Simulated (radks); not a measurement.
Valence configurations of the zinc ion Zn+ (all share [Ar]). Method: scalar-relativistic Kohn-Sham, PBEsol, spin-polarised, spherical densities, finite nucleus; open shells are filled with parallel spins first; Fermi nuclear charge, rms radius 3.9283 fm; computed with a radial shooting solver on a logarithmic mesh with Libxc functionals. Energies are relative to 3d10 4s1; eigenvalues in eV for spin up.

| valence | E (eV) | moment (Bohr magnetons) | e(3d) | e(4p) | e(4s) |
|---|---|---|---|---|---|
| 3d10 4s1 | 0.000 | 1 | -19.840 | - | -14.557 |
| 3d10 4p1 | 6.400 | 1 | -21.556 | -9.125 | - |
| 3d8 4s1 4p2 | 33.220 | 5 | -37.919 | -12.643 | -20.776 |
| 3d10 4s0.5 4p0.5 | 3.191 | 1 | -20.709 | -8.672 | -15.075 |
| 3d9 4s2 | 8.091 | 1 | -26.888 | - | -16.021 |
| 3d9 4s1 4p1 | 13.870 | 3 | -28.515 | -10.561 | -17.812 |
| 3d8 4s2 4p1 | 27.664 | 3 | -36.588 | -11.484 | -19.377 |
| 3d9.5 4s1.5 | 3.605 | 1 | -23.242 | - | -15.290 |
| 3d9.5 4s1 4p0.5 | 6.302 | 2 | -24.082 | -9.429 | -16.233 |
| 3d8 4s1.5 4p1.5 | 30.685 | 4 | -37.298 | -12.120 | -20.129 |

NIST lists [Ar] 3d10 4s1 as the ground configuration; this level of theory agrees among the configurations tried. The energies are those of spherical high-spin densities, not of single terms.
